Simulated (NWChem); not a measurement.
Species: AlH, singlet; SMILES [AlH]

Program: NWChem. Low-valent species are run as closed-shell singlets; no triplet was tried in these runs. Coordinates come from a PBE0/def2-SVP optimisation. B3LYP is NWChem's, with the RPA form of VWN correlation. Ions are spin-unrestricted doublets at the neutral geometry; other ion states weren't tried.

For level B3LYP/def2-SVP:

```
Item           Value
-------------  -----
−ε(HOMO) (eV)   5.62
```

Question: How do the values read with level PBE/def2-SVP instead?

Answer: 
| Quantity | Value |
|---|---|
| −ε(HOMO) (eV) | 4.85 |
